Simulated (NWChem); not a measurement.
Polarisability of HNP (+1)

SMILES: [PH+]#N
```xyz
3

N      0.0000     0.0000     1.0969
P      0.0000     0.0000    -0.3898
H      0.0000     0.0000    -1.8314
```
Charge +1, spin multiplicity 1.

Program: NWChem. All single points use one geometry, from PBE0/def2-SVP, a minimum by its harmonic frequencies.

Basis set: aug-cc-pVDZ. Static limit.

The correlated methods keep 6 core orbitals frozen. The structure started from a generated list of species. No row is a measurement; the coupled-cluster row has its own basis-set and correlation limits.

Order these methods by the isotropic polarisability they give, lowest first: PBE, HF, PBE0, CCSD linear response.

PBE0 (24.45 bohr³), PBE (24.55 bohr³), HF (24.94 bohr³), CCSD linear response (25.19 bohr³)
